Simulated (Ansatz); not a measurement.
`C#CB(O)F` + `C=C(O)C(=C)F` → `C=C(F)B(O)F` + `C#CC(=C)O`  (formal exchange of groups at a B–C bond)

Calculated with Ansatz (gas phase, PBE0-D4/def2-TZVP geometries, no zero-point term in ΔE). CCSD(T)/CBS is the MP2 limit (def2-TZVPP, def2-QZVPP) plus CCSD(T) − MP2 in def2-TZVPP, frozen cores. DFT in def2-TZVPP. One conformer a species, not always the lowest.

| level | ΔE (kcal/mol) |
| --- | --- |
| PBE0-D4 | 7.8 |
| HF/CBS(def2) | 9.0 |

Task: What does CCSD(T)/CBS give? (Best estimate.)

Result: Ansatz gave: +8.6 kcal/mol. The listed levels differ from it by -0.8, 0.4 kcal/mol.

Largest T1 diagnostic among the species: 0.014.

From PBE to PBE0 (25 % exact exchange), in def2-TZVPP and without D4, ΔE moves by +0.8 kcal/mol.
